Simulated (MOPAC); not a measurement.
A run for MOPAC: PM3 on CH5GaO (SMILES [CH3][GaH][OH]), a point of a torsion scan.

```
PM3 1SCF PRECISE CHARGE=0 THREADS=1
CH5GaO

C     -1.27478902 1    -0.24774155 1     0.02290505 1
Ga     0.42293549 1     0.73252768 1     0.55468299 1
O      0.52562159 1     2.43279909 1     0.53230835 1
H     -1.20297368 1    -0.62128448 1    -0.99952804 1
H     -2.10536317 1     0.46003649 1     0.07562967 1
H     -1.48528573 1    -1.09519995 1     0.67429023 1
H      1.80308773 1     0.21845509 1     1.03127714 1
H      0.27594237 1     3.34162071 1     0.40988045 1
```

Output:

```
*******************************************************************************
 **                                                                           **
 **                              MOPAC v23.2.5                                **
 **                                                                           **
 *******************************************************************************
 ** MOPAC's Digital Object Identifier: https://doi.org/10.5281/zenodo.6511958 **
 **                                                                           **
 ** Please cite the open-source release paper for use of this MOPAC version:  **
 ** J. E. Moussa and J. J. P. Stewart (2026)                                  **
 ** MOPAC: An open-source semiempirical molecular orbital program             **
 ** J. Open Source Softw., 11(119), 8025, https://doi.org/10.21105/joss.08025 **
 *******************************************************************************

                              PM3 CALCULATION RESULTS

 *******************************************************************************
 *  PM3        - The PM3 Hamiltonian to be used
 *
 *
 *
 *                 CHARGE ON SYSTEM = 0
 *
 *
 *
 *  PRECISE    - TIGHTER CRITERIA TO BE USED
 *  1SCF       - DO 1 SCF AND THEN STOP
 *  THREADS=1  - MULTI-THREADING NOT USED
 *  T=         - A TIME OF 172800.0 SECONDS REQUESTED
 *  DUMP=N     - RESTART FILE WRITTEN EVERY 7200.0 SECONDS REQUESTED
 *******************************************************************************
PM3 1SCF PRECISE CHARGE=0 THREADS=1
 CH5GaO

   ATOM   CHEMICAL          X               Y               Z
  NUMBER   SYMBOL      (ANGSTROMS)     (ANGSTROMS)     (ANGSTROMS)

     1       C         -1.27478902  *  -0.24774155  *   0.02290505  *
     2      Ga          0.42293549  *   0.73252768  *   0.55468299  *
     3       O          0.52562159  *   2.43279909  *   0.53230835  *
     4       H         -1.20297368  *  -0.62128448  *  -0.99952804  *
     5       H         -2.10536317  *   0.46003649  *   0.07562967  *
     6       H         -1.48528573  *  -1.09519995  *   0.67429023  *
     7       H          1.80308773  *   0.21845509  *   1.03127714  *
     8       H          0.27594237  *   3.34162071  *   0.40988045  *



          CARTESIAN COORDINATES

    NO.       ATOM           X           Y           Z

     1         C         -1.2748     -0.2477      0.0229
     2        Ga          0.4229      0.7325      0.5547
     3         O          0.5256      2.4328      0.5323
     4         H         -1.2030     -0.6213     -0.9995
     5         H         -2.1054      0.4600      0.0756
     6         H         -1.4853     -1.0952      0.6743
     7         H          1.8031      0.2185      1.0313
     8         H          0.2759      3.3416      0.4099

  H: (PM3): J. J. P. STEWART, J. COMP. CHEM. 10, 209 (1989).
  C: (PM3): J. J. P. STEWART, J. COMP. CHEM. 10, 209 (1989).
  O: (PM3): J. J. P. STEWART, J. COMP. CHEM. 10, 209 (1989).
 Ga: (PM3): J. J. P. STEWART, J. COMP. CHEM. 12, 320-341 (1991).

           Empirical Formula: C H5 O Ga  =     8 atoms



      MOLECULAR POINT GROUP   :   C1


      RHF CALCULATION, NO. OF DOUBLY OCCUPIED LEVELS = 9


 -------------------------------------------------------------------------------
 PM3 1SCF PRECISE CHARGE=0 THREADS=1
 CH5GaO



     1SCF WAS SPECIFIED, SO BFGS WAS NOT USED
     SCF FIELD WAS ACHIEVED


                              PM3 CALCULATION
                                                       MOPAC v23.2.5 Linux




          FINAL HEAT OF FORMATION =          5.44576 KCAL/MOL =      22.78508 KJ/MOL


          COSMO AREA              =         99.94 SQUARE ANGSTROMS
          COSMO VOLUME            =         81.48 CUBIC ANGSTROMS

          IONIZATION POTENTIAL    =          9.593278 EV
          HOMO LUMO ENERGIES (EV) =         -9.593 -1.614
          NO. OF FILLED LEVELS    =          9
          MOLECULAR WEIGHT        =        102.7849         POINT GROUP:  C1

          MOLECULAR DIMENSIONS (Angstroms)

            Atom       Atom       Distance
            H     8    H     6     4.78092
            H     7    H     5     3.85948
            H     8    H     4     1.60578


          SCF CALCULATIONS        =          1





   ATOM   CHEMICAL          X               Y               Z
  NUMBER   SYMBOL      (ANGSTROMS)     (ANGSTROMS)     (ANGSTROMS)

     1       C         -1.27478902  *  -0.24774155  *   0.02290505  *
     2      Ga          0.42293549  *   0.73252768  *   0.55468299  *
     3       O          0.52562159  *   2.43279909  *   0.53230835  *
     4       H         -1.20297368  *  -0.62128448  *  -0.99952804  *
     5       H         -2.10536317  *   0.46003649  *   0.07562967  *
     6       H         -1.48528573  *  -1.09519995  *   0.67429023  *
     7       H          1.80308773  *   0.21845509  *   1.03127714  *
     8       H          0.27594237  *   3.34162071  *   0.40988045  *

                             CARTESIAN COORDINATES

   1    C       -1.274789020    -0.247741550     0.022905050
   2   Ga        0.422935490     0.732527680     0.554682990
   3    O        0.525621590     2.432799090     0.532308350
   4    H       -1.202973680    -0.621284480    -0.999528040
   5    H       -2.105363170     0.460036490     0.075629670
   6    H       -1.485285730    -1.095199950     0.674290230
   7    H        1.803087730     0.218455090     1.031277140
   8    H        0.275942370     3.341620710     0.409880450


           Empirical Formula: C H5 O Ga  =     8 atoms



      MOLECULAR POINT GROUP   :   C1


                  EIGENVALUES
 -34.72927 -29.23129 -17.85153 -14.13244 -14.07713 -13.04563 -11.70520 -11.18275
  -9.59328  -1.61383  -0.99432  -0.58088   0.37975   4.01090   4.10011   4.20939
   6.09804


              NET ATOMIC CHARGES AND DIPOLE CONTRIBUTIONS

  ATOM NO.   TYPE          CHARGE      No. of ELECS.   s-Pop       p-Pop
    1          C          -0.305158        4.3052     1.17698     3.12818
    2         Ga           0.727037        2.2730     1.19379     1.07917
    3          O          -0.737935        6.7379     1.78570     4.95224
    4          H           0.055016        0.9450     0.94498
    5          H           0.053590        0.9464     0.94641
    6          H           0.057259        0.9427     0.94274
    7          H          -0.060505        1.0605     1.06050
    8          H           0.210694        0.7893     0.78931
 DIPOLE           X         Y         Z       TOTAL
 POINT-CHG.    -0.031    -2.730     0.073     2.732
 HYBRID        -0.784     1.197    -0.315     1.465
 SUM           -0.814    -1.534    -0.243     1.753


          ATOMIC ORBITAL ELECTRON POPULATIONS

     Atom    s        px        py        pz
    1  C   1.17698   1.08961   1.02090   1.01767
    2 Ga   1.19379   0.60500   0.17257   0.30160
    3  O   1.78570   1.86002   1.31888   1.77333
    4  H   0.94498
    5  H   0.94641
    6  H   0.94274
    7  H   1.06050
    8  H   0.78931

 **********************
 *                    *
 * JOB ENDED NORMALLY *
 *                    *
 **********************




 == MOPAC DONE ==
```

The run finished.

Cost: about 0.020 core-seconds (a rough figure).
